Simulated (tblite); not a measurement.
Record of a relaxation.

C5H6F2GeO.
Atom-mapped SMILES: `[CH3:1][O:2][C:3]1=[CH:4][C:5]([F:6])=[CH:7][Ge@@H:8]1[F:9]` (hydrogens: H10, H11, H12 on C1; H13 on C4; H14 on C7; H15 on Ge8)

Computed with GFN2-xTB (tblite), gas phase: L-BFGS steps from a force-field or distance-geometry start until the largest atomic force falls under 0.01 eV/Å. 10 of its 35 geometries are shown.

Step 0: E = -794.2089 eV, largest atomic force 2.962 eV/Å
```
atom  x, y, z in Å  |  force x, y, z in eV/Å
C1      2.506   -0.228   -0.652   -0.967   0.349   0.465
O2      1.213   -0.545   -1.188   -0.493  -0.255  -0.104
C3      0.038   -0.270   -0.497    2.497  -0.281  -1.569
C4     -1.165   -0.565   -1.004   -0.652  -0.092   0.268
C5     -2.302   -0.199   -0.132    0.270  -0.246  -0.866
F6     -3.591   -0.438   -0.502    0.991  -0.020   0.008
C7     -1.988    0.396    1.006   -1.064   0.775   1.387
Ge8    -0.099    0.588    1.209   -0.078  -0.387   0.867
F9      0.392    2.263    1.131    0.194  -0.009   0.202
H10     3.275   -0.551   -1.364   -0.485   0.019   0.064
H11     2.654   -0.751    0.313   -0.017   0.208  -0.284
H12     2.577    0.870   -0.501    0.056  -0.422   0.018
H13    -1.295   -1.057   -1.944   -0.170  -0.096  -0.222
H14    -2.718    0.723    1.730   -0.221  -0.096  -0.161
H15     0.497   -0.229    2.374    0.139   0.554  -0.073
```

Step 4: E = -794.5579 eV, largest atomic force 0.412 eV/Å
```
atom  x, y, z in Å  |  force x, y, z in eV/Å
C1      2.453   -0.223   -0.648    0.195  -0.046  -0.071
O2      1.228   -0.586   -1.238   -0.171   0.039   0.066
C3      0.108   -0.272   -0.573   -0.263   0.018   0.230
C4     -1.139   -0.576   -1.000    0.035   0.126   0.038
C5     -2.247   -0.180   -0.129    0.036  -0.096  -0.136
F6     -3.506   -0.449   -0.521    0.245  -0.111  -0.262
C7     -2.033    0.425    1.043    0.086   0.159   0.290
Ge8    -0.124    0.549    1.237    0.180   0.118  -0.322
F9      0.414    2.251    1.160    0.074  -0.314   0.222
H10     3.213   -0.543   -1.348    0.205  -0.084  -0.225
H11     2.640   -0.736    0.300   -0.248  -0.057   0.117
H12     2.569    0.853   -0.495   -0.294   0.112   0.012
H13    -1.320   -1.057   -1.947   -0.176  -0.008   0.021
H14    -2.787    0.729    1.746   -0.167  -0.076  -0.209
H15     0.527   -0.176    2.388    0.263   0.219   0.229
```

Step 8: E = -794.6418 eV, largest atomic force 0.343 eV/Å
```
atom  x, y, z in Å  |  force x, y, z in eV/Å
C1      2.452   -0.229   -0.659   -0.066   0.002  -0.001
O2      1.219   -0.592   -1.243    0.057  -0.030  -0.083
C3      0.109   -0.273   -0.572    0.028  -0.049   0.018
C4     -1.133   -0.564   -1.000    0.048   0.024   0.040
C5     -2.220   -0.172   -0.119   -0.090  -0.043  -0.095
F6     -3.445   -0.474   -0.574   -0.196   0.001  -0.016
C7     -2.034    0.439    1.061    0.028  -0.111  -0.163
Ge8    -0.107    0.543    1.227   -0.077  -0.123   0.311
F9      0.444    2.204    1.211    0.173   0.128   0.095
H10     3.218   -0.550   -1.370   -0.048   0.077   0.149
H11     2.594   -0.738    0.306   -0.008   0.000  -0.107
H12     2.516    0.855   -0.495   -0.033  -0.082  -0.073
H13    -1.357   -1.053   -1.935   -0.020   0.055   0.055
H14    -2.841    0.719    1.718    0.107  -0.035  -0.113
H15     0.582   -0.107    2.422    0.098   0.186  -0.017
```

Step 11: E = -794.6658 eV, largest atomic force 0.196 eV/Å
```
atom  x, y, z in Å  |  force x, y, z in eV/Å
C1      2.444   -0.231   -0.664   -0.054  -0.008  -0.015
O2      1.216   -0.594   -1.250   -0.081  -0.070  -0.070
C3      0.113   -0.281   -0.564   -0.038  -0.007   0.052
C4     -1.131   -0.557   -0.997    0.015  -0.099  -0.062
C5     -2.226   -0.177   -0.130    0.010  -0.035  -0.076
F6     -3.449   -0.481   -0.595   -0.053   0.069   0.067
C7     -2.032    0.429    1.048   -0.060  -0.050  -0.014
Ge8    -0.106    0.533    1.256   -0.059   0.073  -0.163
F9      0.476    2.198    1.242    0.052  -0.031   0.059
H10     3.221   -0.544   -1.362   -0.025   0.037   0.065
H11     2.575   -0.741    0.297    0.053  -0.031   0.029
H12     2.491    0.849   -0.504    0.044   0.074  -0.004
H13    -1.372   -1.045   -1.926    0.081   0.017  -0.089
H14    -2.843    0.710    1.691   -0.005   0.030   0.071
H15     0.617   -0.059    2.436    0.119   0.031   0.152
```

Step 15: E = -794.6754 eV, largest atomic force 0.108 eV/Å
```
atom  x, y, z in Å  |  force x, y, z in eV/Å
C1      2.434   -0.231   -0.665    0.031   0.014   0.025
O2      1.208   -0.601   -1.254    0.041   0.007   0.046
C3      0.107   -0.290   -0.562   -0.022  -0.031  -0.047
C4     -1.133   -0.569   -1.002   -0.045  -0.009  -0.013
C5     -2.231   -0.183   -0.140   -0.022   0.006   0.057
F6     -3.461   -0.472   -0.594   -0.016   0.022  -0.019
C7     -2.038    0.419    1.041    0.044   0.016   0.034
Ge8    -0.107    0.535    1.254    0.036  -0.074   0.070
F9      0.496    2.193    1.262    0.011  -0.001  -0.003
H10     3.220   -0.537   -1.353   -0.022  -0.004  -0.031
H11     2.575   -0.744    0.295   -0.017   0.030   0.000
H12     2.487    0.853   -0.509   -0.032  -0.025   0.014
H13    -1.361   -1.042   -1.942    0.047  -0.014  -0.064
H14    -2.842    0.710    1.690    0.005  -0.008   0.001
H15     0.642   -0.033    2.456   -0.040   0.070  -0.070
```

Step 19: E = -794.6776 eV, largest atomic force 0.040 eV/Å
```
atom  x, y, z in Å  |  force x, y, z in eV/Å
C1      2.433   -0.230   -0.663   -0.017  -0.002   0.000
O2      1.209   -0.604   -1.251   -0.012  -0.013   0.000
C3      0.104   -0.296   -0.564    0.011  -0.008   0.017
C4     -1.137   -0.573   -1.006    0.017   0.009   0.003
C5     -2.233   -0.185   -0.138    0.013  -0.002  -0.021
F6     -3.465   -0.466   -0.595    0.006   0.026   0.012
C7     -2.036    0.417    1.043   -0.002  -0.021  -0.010
Ge8    -0.105    0.529    1.256   -0.006   0.009  -0.037
F9      0.502    2.189    1.266   -0.013  -0.032  -0.021
H10     3.217   -0.535   -1.355   -0.009   0.004  -0.006
H11     2.573   -0.742    0.297    0.007   0.012   0.018
H12     2.481    0.853   -0.507   -0.015   0.007   0.013
H13    -1.353   -1.041   -1.952   -0.007   0.015   0.017
H14    -2.841    0.709    1.691    0.022  -0.007   0.001
H15     0.646   -0.017    2.455    0.005   0.002   0.014
```

Step 23: E = -794.6783 eV, largest atomic force 0.033 eV/Å
```
atom  x, y, z in Å  |  force x, y, z in eV/Å
C1      2.431   -0.229   -0.662    0.004   0.005   0.005
O2      1.208   -0.608   -1.249    0.009  -0.015   0.006
C3      0.104   -0.300   -0.562   -0.005  -0.004  -0.007
C4     -1.136   -0.573   -1.007   -0.009  -0.004  -0.004
C5     -2.232   -0.185   -0.140   -0.005   0.014   0.006
F6     -3.466   -0.457   -0.593   -0.001   0.003  -0.024
C7     -2.033    0.412    1.043    0.008   0.003   0.010
Ge8    -0.105    0.525    1.253    0.014  -0.011   0.027
F9      0.501    2.183    1.261   -0.001   0.015  -0.029
H10     3.212   -0.533   -1.356    0.007   0.013   0.017
H11     2.575   -0.737    0.301    0.003  -0.004  -0.008
H12     2.475    0.854   -0.504   -0.014   0.001  -0.010
H13    -1.351   -1.038   -1.954   -0.012   0.000  -0.011
H14    -2.835    0.707    1.692   -0.004  -0.006   0.008
H15     0.646   -0.011    2.456    0.008  -0.011   0.013
```

Step 26: E = -794.6792 eV, largest atomic force 0.093 eV/Å
```
atom  x, y, z in Å  |  force x, y, z in eV/Å
C1      2.428   -0.228   -0.658    0.017  -0.009  -0.010
O2      1.210   -0.619   -1.244   -0.011  -0.023  -0.031
C3      0.104   -0.307   -0.562   -0.013   0.003   0.017
C4     -1.137   -0.573   -1.009   -0.004   0.005  -0.013
C5     -2.231   -0.180   -0.143    0.004  -0.012   0.019
F6     -3.466   -0.444   -0.599    0.006   0.012  -0.010
C7     -2.029    0.406    1.045    0.002   0.017   0.008
Ge8    -0.099    0.520    1.255   -0.039  -0.083   0.016
F9      0.499    2.176    1.244    0.021   0.064  -0.018
H10     3.211   -0.526   -1.353    0.029   0.013   0.005
H11     2.577   -0.733    0.304    0.008  -0.014   0.024
H12     2.462    0.856   -0.503   -0.005   0.023  -0.007
H13    -1.354   -1.034   -1.958   -0.005   0.003   0.000
H14    -2.829    0.702    1.696   -0.013  -0.001   0.010
H15     0.651   -0.008    2.464    0.003   0.002  -0.009
```

Step 30: E = -794.6802 eV, largest atomic force 0.028 eV/Å
```
atom  x, y, z in Å  |  force x, y, z in eV/Å
C1      2.426   -0.227   -0.656    0.005  -0.002  -0.001
O2      1.210   -0.632   -1.241    0.010   0.006   0.005
C3      0.104   -0.317   -0.561    0.009  -0.014   0.000
C4     -1.138   -0.571   -1.012    0.002   0.001   0.008
C5     -2.230   -0.177   -0.143   -0.005  -0.004   0.003
F6     -3.465   -0.429   -0.606   -0.007   0.008   0.005
C7     -2.026    0.401    1.048   -0.014  -0.001   0.003
Ge8    -0.097    0.508    1.258   -0.001   0.022  -0.004
F9      0.498    2.173    1.224   -0.006  -0.027  -0.003
H10     3.213   -0.517   -1.349    0.017   0.007   0.004
H11     2.580   -0.729    0.308    0.000   0.006  -0.008
H12     2.446    0.858   -0.503    0.000  -0.014  -0.006
H13    -1.359   -1.028   -1.963    0.000   0.008   0.001
H14    -2.825    0.696    1.701   -0.013   0.003   0.003
H15     0.658   -0.003    2.471    0.004   0.001  -0.011
```

Step 34: E = -794.6804 eV, largest atomic force 0.010 eV/Å
```
atom  x, y, z in Å  |  force x, y, z in eV/Å
C1      2.427   -0.227   -0.655    0.000   0.003   0.000
O2      1.212   -0.636   -1.240   -0.002  -0.005   0.000
C3      0.104   -0.322   -0.559   -0.002   0.004   0.003
C4     -1.138   -0.571   -1.011   -0.002  -0.007   0.005
C5     -2.231   -0.177   -0.142   -0.002   0.009  -0.002
F6     -3.466   -0.423   -0.607   -0.001  -0.003  -0.001
C7     -2.027    0.399    1.050    0.003  -0.002   0.003
Ge8    -0.097    0.506    1.258   -0.001  -0.009   0.002
F9      0.497    2.169    1.218    0.001   0.001  -0.002
H10     3.217   -0.512   -1.347   -0.002  -0.003   0.002
H11     2.581   -0.727    0.309    0.005  -0.001  -0.001
H12     2.442    0.858   -0.504    0.006   0.008   0.001
H13    -1.360   -1.024   -1.964    0.000   0.005   0.001
H14    -2.826    0.695    1.703   -0.004   0.000  -0.006
H15     0.660   -0.001    2.471    0.003   0.001  -0.007
```

**Question.** Summarise the path.

**Answer.** The energy falls by 0.4715 eV from step 0 to step 34; nine tenths of that is first reached at step 8. It falls at every step. The largest force goes from 2.962 to 0.010 eV/Å. Among the bonds C3–Ge8 changes most, from 1.915 to 2.007 Å; the atoms move by 0.126 Å rms after alignment.

The cost below is that of the whole relaxation. The run took 0.4 s wall on one thread of an Arm Neoverse N1 (shared host).
